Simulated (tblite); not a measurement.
CH₁₀GeO₃Si₂.
SMILES with atom numbers: `[SiH3:1][O:2][SiH2:3][O:4][CH2:5][O:6][GeH3:7]` (hydrogens: H8, H9, H10 on Si1; H11, H12 on Si3; H13, H14 on C5; H15, H16, H17 on Ge7)

Computed with GFN2-xTB (tblite), gas phase: L-BFGS steps from a force-field or distance-geometry start until the largest atomic force falls under 0.01 eV/Å.

Step 44: E = -680.6751 eV
```
atom  x, y, z in Å  |  force x, y, z in eV/Å
Si1    -3.0879    1.3575    0.6088    0.026   0.024  -0.006
O2     -1.8957    0.4649   -0.0335    0.073  -0.040   0.029
Si3    -0.9976   -0.7409   -0.5778    0.014  -0.026  -0.062
O4      0.4535   -0.5795    0.1420   -0.023  -0.007  -0.021
C5      1.4237   -1.5692    0.0364   -0.006   0.036   0.028
O6      2.6703   -1.0028    0.0164    0.003   0.026   0.026
Ge7     2.7803    0.7730    0.0048    0.019  -0.050  -0.020
H8     -3.5278    0.7375    1.8588    0.017  -0.008  -0.023
H9     -2.4743    2.6645    0.8227   -0.050   0.022  -0.007
H10    -4.1551    1.3497   -0.3915    0.004   0.029   0.022
H11    -0.8269   -0.5660   -2.0182   -0.075  -0.015  -0.017
H12    -1.5887   -2.0176   -0.1842   -0.033  -0.012  -0.007
H13     1.2711   -2.1701   -0.8732   -0.012   0.034  -0.020
H14     1.3305   -2.2433    0.9006    0.046  -0.015   0.049
H15     2.1860    1.3207   -1.2600    0.016  -0.007   0.002
H16     4.2731    0.8383    0.0224   -0.013   0.045  -0.015
H17     2.1585    1.3955    1.2144   -0.005  -0.037   0.042
```

Step 45: E = -680.6764 eV
```
atom  x, y, z in Å  |  force x, y, z in eV/Å
Si1    -3.0861    1.3580    0.6078    0.034   0.013   0.017
O2     -1.8902    0.4698   -0.0343    0.064  -0.033   0.023
Si3    -0.9966   -0.7393   -0.5787   -0.016  -0.073  -0.057
O4      0.4545   -0.5791    0.1402   -0.016  -0.008  -0.022
C5      1.4226   -1.5699    0.0359    0.047   0.023   0.017
O6      2.6713   -1.0063    0.0143   -0.006   0.058   0.009
Ge7     2.7800    0.7704    0.0047   -0.015  -0.025  -0.004
H8     -3.5232    0.7345    1.8568    0.015  -0.010  -0.021
H9     -2.4802    2.6668    0.8242   -0.033   0.039  -0.005
H10    -4.1544    1.3531   -0.3890   -0.014   0.020  -0.003
H11    -0.8287   -0.5721   -2.0205   -0.073  -0.008  -0.011
H12    -1.5904   -2.0167   -0.1821   -0.016   0.027  -0.016
H13     1.2703   -2.1738   -0.8727   -0.018   0.046   0.002
H14     1.3341   -2.2403    0.9026    0.016  -0.033   0.053
H15     2.1867    1.3228   -1.2598    0.020  -0.019   0.012
H16     4.2719    0.8442    0.0241   -0.004   0.035  -0.011
H17     2.1515    1.3900    1.2153    0.015  -0.050   0.017
```

Question: Estimate the geometry and energy of step 46. (The exact step hangs on the optimiser's Hessian estimate; all steps are aligned on step 45, rigid shifts and turns removed.)

Answer: E = -680.6780 eV, largest force 0.093 eV/Å
```
atom  x, y, z in Å  |  force x, y, z in eV/Å
Si1    -3.0832    1.3586    0.6065    0.039  -0.003   0.024
O2     -1.8834    0.4738   -0.0346    0.054  -0.029   0.010
Si3    -0.9956   -0.7397   -0.5808   -0.052  -0.071  -0.031
O4      0.4547   -0.5796    0.1389   -0.004  -0.012  -0.025
C5      1.4224   -1.5701    0.0362    0.079  -0.004   0.005
O6      2.6727   -1.0086    0.0128   -0.015   0.065  -0.007
Ge7     2.7801    0.7670    0.0045   -0.044   0.022   0.017
H8     -3.5176    0.7311    1.8533    0.010  -0.020  -0.005
H9     -2.4893    2.6708    0.8261   -0.004   0.056  -0.003
H10    -4.1547    1.3592   -0.3850   -0.024   0.005  -0.030
H11    -0.8322   -0.5804   -2.0238   -0.066   0.000  -0.011
H12    -1.5937   -2.0152   -0.1808   -0.005   0.041  -0.018
H13     1.2696   -2.1765   -0.8714   -0.017   0.054   0.021
H14     1.3385   -2.2386    0.9048   -0.009  -0.036   0.050
H15     2.1885    1.3253   -1.2589    0.018  -0.029   0.014
H16     4.2707    0.8519    0.0252    0.008   0.021  -0.008
H17     2.1456    1.3830    1.2161    0.032  -0.059  -0.004
```

The energy changes by -0.0016 eV. The first-order estimate −F·Δx gives -0.0022 eV and the mean of the old and new forces, exact on a quadratic surface, -0.0016 eV. The step makes an angle of 66° with the force vector and moves no atom by more than 0.010 Å.

What follows is the cost of the whole relaxation. The run took 3.5 s wall on Arm Neoverse N1, one thread, shared host with 64 logical CPUs at a one-minute load of 58.
